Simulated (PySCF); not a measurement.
MoO₂Cl₂ was optimised in PySCF in the def2-TZVP basis family (density fitting, no spin–orbit coupling) with several functionals.

One of them gave a singlet of C2v symmetry with a mean bond of 1.953 Å to Mo, wavenumbers 120, 182, 215, 246, 354, 450, 465, 1049, 1082 cm⁻¹ and a HOMO–LUMO gap of 6.16 eV.

Q: Which level of theory was it?
A. B3LYP
B. PBE
C. PBE0

A: C. That is PBE0, with Mo–Cl 2.243 Å (×2), Mo–O 1.663 Å (×2). The others give PBE 1.973 Å and 1009 cm⁻¹ for the highest mode; B3LYP 1.969 Å and 1051 cm⁻¹ for the highest mode.

The structures come from searches over a few start shapes, so lower isomers are not excluded.
